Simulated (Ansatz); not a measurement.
`C=C(O)S[SiH3]` + H₂ → `C=CS[SiH3]` + H₂O at 700 K and 1 bar (hydrogenolysis of a C–O bond).

Program: Ansatz. Geometries: PBE0-D4/def2-TZVP. ΔE: electronic, gas phase. CCSD(T)/CBS is the MP2 limit (def2-TZVPP, def2-QZVPP) plus CCSD(T) − MP2 in def2-TZVPP, frozen cores. This one scheme is used for every species. Each species was taken in one conformer, which may not be the lowest.

```
        species  CCSD(T)/CBS energy (Eh)  H − E (kJ/mol)  S (J/(mol·K))
`C=C(O)S[SiH3]`               -841.72991           276.7          483.7
             H₂                 -1.17544            46.8          155.3
   `C=CS[SiH3]`               -766.55636           253.0          442.3
            H₂O                -76.37941            80.5          218.4
```

H − E and S are ideal-gas, rigid-rotor, harmonic terms from PBE0-D4/def2-TZVP, for one conformer and one mirror image of each species. For small species the MP2-based limit differs from directly extrapolated CCSD(T) by up to some mEh (0.8 for H₂); such offsets cancel only in part. 1 Eh = 2625.50 kJ/mol, R = 8.31446 J/(mol·K).

By hand: ΔE, ΔH, ΔS and ΔG.

ΔE = (-766.55636) + (-76.37941) − (-841.72991) − (-1.17544) = -0.03042 Eh = -79.9 kJ/mol. Δ(H − E) = 253.0 + 80.5 − 276.7 − 46.8 = 10.0, so ΔH = -69.9 kJ/mol. ΔS = 442.3 + 218.4 − 483.7 − 155.3 = 21.7 J/(mol·K). ΔG = -69.9 − 700 × (21.7)/1000 = -85.1 kJ/mol.

By hand: the equilibrium constant, and the temperature at which ΔG would vanish if ΔH and ΔS stayed fixed.

log₁₀ K = −ΔG/(RT ln 10) = 6.4. ΔH and −TΔS have one sign here, so there is no such temperature.

ΔH outweighs TΔS. A doubt of 5 kJ/mol in ΔE shifts log₁₀ K by 0.4 here. Other conformers and mirror images would add mixing entropy, several J/(mol·K) or more a flexible species. Modes under 60 cm⁻¹, often nearly free rotors, make the harmonic entropy too high. These are equilibria of isolated gas molecules and say nothing of rates. Largest T1 diagnostic: 0.012 (customary marks: 0.02 for closed shells, 0.045 for open ones).
